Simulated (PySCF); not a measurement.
Cd(H)(Me) (CH₄Cd), SMILES [CH3][CdH]. Heavy atoms are numbered as in [CdH:1][CH3:3]. Hydrogens are named by the atom that carries them.

Coordinates come from a B3LYP-D3(BJ)/def2-TZVP optimisation. The def2 effective core potentials stand for the cores of Cd; spin–orbit coupling is left out.

Computed with r2SCAN/def2-TZVPD run with PySCF.

Mulliken values depend strongly on the basis, most of all with diffuse functions as here. ESP charges are fitted to the potential on shells at 1.4 to 2.0 van der Waals radii. Atomic charges (e), one atom of each kind:

| atom | ESP fit | Mulliken |
|---|---|---|
| Cd1 (CdH) | 0.53 | 0.36 |
| H on Cd1 | -0.28 | -0.12 |
| C3 (CH3) | -0.61 | -0.75 |
| H on C3 | 0.12 | 0.17 |
